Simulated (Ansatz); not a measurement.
Consider the ligand exchange at the Al–C bond: `[CH3][Al]([CH3])[C]#N` + H–F → `[CH3][Al]([CH3])[F]` + `C#N`.

Program: Ansatz. Geometries: PBE0-D4/def2-TZVP. ΔE: electronic, gas phase. CBS: MP2 limit from def2 TZ/QZ plus the TZ coupled-cluster correction, frozen cores. This one scheme is used for every species. DFT in def2-TZVPP.

`[CH3][Al]([CH3])[C]#N`:

Cartesian coordinates in Å:
```
C -1.463 -1.114 0.218
Al 0.146 -0.097 -0.145
C 0.699 1.618 0.568
C 1.383 -0.914 -1.416
N 2.115 -1.398 -2.166
H -2.126 -0.625 0.934
H -2.026 -1.284 -0.705
H -1.212 -2.105 0.610
H 1.692 1.548 1.022
H 0.009 2.013 1.316
H 0.782 2.357 -0.237
```

H–F:

```xyz
2

F    -0.014   -0.355    0.292
H     0.014    0.355   -0.292
```

`[CH3][Al]([CH3])[F]`:

```xyz
10

C     0.466   -1.376    0.984
Al   -0.194    0.381    0.482
C    -0.318    1.091   -1.322
F    -0.709    1.379    1.702
H     0.474   -1.524    2.066
H    -0.151   -2.166    0.541
H     1.483   -1.535    0.611
H    -1.353    1.350   -1.569
H     0.040    0.387   -2.077
H     0.263    2.013   -1.419
```

`C#N`:

```xyz
3

C     0.021    0.010    0.012
N    -0.890   -0.440   -0.518
H     0.870    0.430    0.506
```

Is it downhill or uphill in electronic energy at CCSD(T)/CBS, and by how much? (Estimate.)

The calculation gave: Downhill: ΔE = -1.16 eV.

What do these levels give: LDA (SPW92), revPBE-D4, ωB97X-V, BHLYP, HF/def2-SVP, MP2/def2-TZVPP? (Best estimate.)

Computed: LDA (SPW92) -1.18, revPBE-D4 -1.12, ωB97X-V -1.19, BHLYP -1.25, HF/def2-SVP -1.26, MP2/def2-TZVPP -1.15 eV.

Largest T1 diagnostic among the species: 0.014.

In def2-TZVPP, CCSD(T) changes the Hartree–Fock value by +0.07 eV (the triples alone add +0.02 eV) and MP2 by +0.07 eV. Leaving LDA and LC-ωPBE aside and taking each functional with its dispersion term where it has one, the values, not all of them listed here, spread over 0.14 eV, from CAM-B3LYP-D4 to HSE06-D4. The D4 term adds +0.04 eV with B3LYP and +0.02 eV with PBE0; it sums over pairs of atoms, weighted by their polarisabilities, and B3LYP, whose exchange is more repulsive, gets the larger term.

B3LYP here is the variant with VWN-RPA as its local correlation; programs differ in this.
